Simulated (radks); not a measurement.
Neutral iron inside a hard spherical wall (all orbitals vanish at R), configuration held at [Ar] 3d6 4s2 and not refilled when levels cross. All-electron calculation, non-relativistic Kohn-Sham, PBE, spin-polarised, spherical densities, point nucleus; open shells are filled with parallel spins first. Program: a radial shooting solver on a logarithmic mesh with Libxc functionals. Eigenvalues in eV for spin up, with the zero of energy where the potential of the charges vanishes at infinity; a dash marks a level that is unbound or too diffuse for the functional's potential to be trusted. A positive occupied level is held by the wall or, in an anion where self-interaction has pushed it up, behind a barrier. The pressure on the wall is -dE/dV.

R (bohr)  E (hartree)  kinetic (hartree)    e(3s)    e(3p)   e(3d)   e(4s)  e(4p, empty)  e(5s, empty)  pressure (GPa)
free      -1263.43212           1262.445  -93.487  -61.159  -9.174  -5.525        -1.481             -               0
20        -1263.43212           1262.445  -93.487  -61.159  -9.174  -5.525        -1.480             -        < 0.0001
15        -1263.43212           1262.445  -93.487  -61.159  -9.174  -5.525        -1.478         0.268        < 0.0001
10        -1263.43177           1262.449  -93.454  -61.126  -9.141  -5.498        -1.379         1.585         0.00964
8         -1263.42860           1262.473  -93.277  -60.949  -8.968  -5.349        -1.041         3.836           0.146
6         -1263.39838           1262.637  -92.372  -60.044  -8.094  -4.474         0.468        10.876            2.49
5         -1263.32558           1262.954  -91.018  -58.697  -6.806  -2.924         2.793        20.005            11.7
3.5       -1262.73568           1265.060  -84.946  -52.716  -1.005   6.369        14.983        60.758             182
2.5       -1260.22323           1273.150  -71.285  -39.258  13.254  37.533        51.240        162.35            2090
2         -1255.08290           1289.220  -53.551  -21.130  33.772  91.129        108.63        304.20           10300
1.5       -1236.19425           1343.369   -6.633   28.366  88.364  251.87        269.58        666.96           75200
